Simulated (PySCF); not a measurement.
Ga(H)(Cl)(vinyl) (C₂H₄ClGa), SMILES C=[CH][GaH][Cl]. Geometry: PBE-D3(BJ)/def2-SVP. The values are those of a single conformer.

All values below come from PBE-D3(BJ)/def2-SVP (PySCF 2.14.0).

Harmonic wavenumbers (cm⁻¹): 110, 112, 298, 365, 393, 522, 561, 603, 961, 970, 1007, 1216, 1362, 1598, 1946, 3038, 3074, 3135. Rotational constants (GHz): 5.356, 2.647, 1.771; symmetry number 1.

**Question.** Work out the zero-point energy and the ideal-gas rigid-rotor harmonic-oscillator thermochemistry at 298.15 K and 1 atm.

**Answer.** ZPE = ½ Σ hcν = ½ × 21270 cm⁻¹ = 127.22 kJ/mol. H − E(el) = 145.56 kJ/mol. Entropy in J/(mol K): translation 169.76, rotation 112.76, vibration 50.06, total 332.58. G − E(el) = 46.41 kJ/mol. Cp = 89.81 J/(mol K). Modes under 150 cm⁻¹ make the vibrational entropy uncertain.
